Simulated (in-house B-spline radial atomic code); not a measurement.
## Response and correlation of the germanium ion Ge⁴⁺

Closed shell [Ar] 3d10. Computed with a B-spline radial code for spherical atoms: Dirac-Hartree-Fock, relativistic RPA (time-dependent Dirac-Hartree-Fock) for the response and second-order many-body perturbation theory for correlation, no-pair Dirac-Coulomb Hamiltonian, finite nucleus.

Command:
```bash
python run_mb.py task.json out
```
Settings (nuclear radius in fm, box in bohr, cutoff in hartree):
```
basis_form          2
Z                   32
core_configuration  [Ar] 3d10
rms_radius          4.0742
mass_number         74
speed_of_light      137.036
box_radius          12.418
lmax                7
intervals           63
virtual_cutoff      25600.0
```

Run time, properties included: 4.3 s on 1 thread of Arm Neoverse V2, on a shared host.

```csv
"multipole (bohr³, bohr⁵, bohr⁷)",uncoupled,coupled RPA
dipole,0.72857,?
quadrupole,0.84146,1.0713
octupole,1.7163,2.121
```

Problem. What is the coupled dipole polarisability?

Solution. 0.76284 atomic units, +5 % against the uncoupled value.

Problem. Which subshells carry the dipole polarisability?

Solution. 3d5/2 57.2 %, 3d3/2 37.4 %, 3p3/2 3.1 %.

Problem. What does the dipole shielding factor come to?

Solution. The dipole shielding factor is 0.875, against the exact N/Z = 28/32 = 0.875 of the non-relativistic theorem.

Dipole polarisability at imaginary frequency:

| u (Eh) | α(iu) (bohr³) |
| --- | --- |
| 0 | 0.7628 |
| 0.559 | 0.7271 |
| 1.68 | 0.5614 |
| 3.35 | 0.3685 |
| 5.59 | 0.2276 |
| 11.2 | 0.09424 |
| 22.4 | 0.03204 |
| 55.9 | 0.006615 |

Problem. What dispersion coefficients follow for two such ions (the dispersion part alone)?

Solution. C6 = (3/π)∫α(iu)²du = 1.439 hartree·bohr⁶ and C8 = 8.81 hartree·bohr⁸.

Lowest J = 1 odd-parity excitations:

```csv
energy (eV),oscillator strength,leading channel,weight
41.879,0.00479,3d5/2 → p3/2,0.425
43.631,0.44,3d3/2 → p1/2,0.733
43.745,0.13,3d3/2 → p3/2,0.62
66.696,0.0136,3d5/2 → p3/2,0.804
67.314,0.0464,3d3/2 → p1/2,0.466
67.545,0.000892,3d3/2 → p3/2,0.516
70.364,0.0104,3d5/2 → f5/2,0.736
70.652,0.187,3d5/2 → f7/2,0.701
```

Second-order correlation energy by the highest angular momentum of the excited pair (hartree): s -0.02225, p -0.1995, d -0.6195, f -0.4352, g -0.151, h -0.06538, i -0.02997, k -0.01528.

Problem. What is the second-order correlation energy at the partial-wave limit?

Solution. The listed waves sum to -1.5381 hartree; extrapolating the increments as (l + 1/2)⁻⁴ gives -1.5694 hartree, -1.53 eV per electron.
